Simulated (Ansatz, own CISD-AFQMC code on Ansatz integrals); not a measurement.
CH4S2, SMILES `SCS` (H–S–C–S torsion -70°, S–C–S–H torsion 70°) (charge 0, multiplicity 1).

Z-matrix (Å, degrees):
```
C
H 1 1.0882
H 1 1.0907 2 107.52
S 1 1.8058 2 110.28 3 -114.24
H 4 1.3422 1 96.46 2 -57.79
S 1 1.8058 2 110.28 3 114.24
H 6 1.3422 1 96.46 2 57.79
```
Charge 0, multiplicity 1.

Frozen-core correlation energies in cc-pVDZ at a geometry from PBE0-D3(BJ)/def2-TZVP, on an HF energy of -835.25031 Ha (<S^2> = 0.00). Wave-function levels are from Ansatz, the walk from an own CISD-AFQMC code on Ansatz integrals (time step 0.005/Ha, trial state from CCSD amplitudes, largest double 0.03).

```tsv
level	correlation energy (mHa)
MP2	-415.4
CCSD	-460.3
CCSD(T)	-473.7
```

Question: What correlation energy does phaseless AFQMC give, and where does it lie among these levels?

Answer: -475.6 ± 0.4 mHa (one standard error). AFQMC minus each level: MP2 -60.1 mHa, CCSD -15.2 mHa, CCSD(T) -1.9 mHa.
